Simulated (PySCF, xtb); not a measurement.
methoxyethene (C₃H₆O), SMILES C=COC.

GFN2-xTB run with xtb at its own geometry gives an orbital gap of 5.09 eV and a dipole moment of 1.77 D.

Coordinates come from a B3LYP-D3(BJ)/def2-SVP optimisation. The values are those of a single conformer.

Question: What does PBE/def2-TZVP (PySCF) give? (An estimate is asked for; the answer gives what the named calculation found.)

Answer: gap 4.92 eV (levels -5.32 and -0.39 eV), dipole 1.68 D.
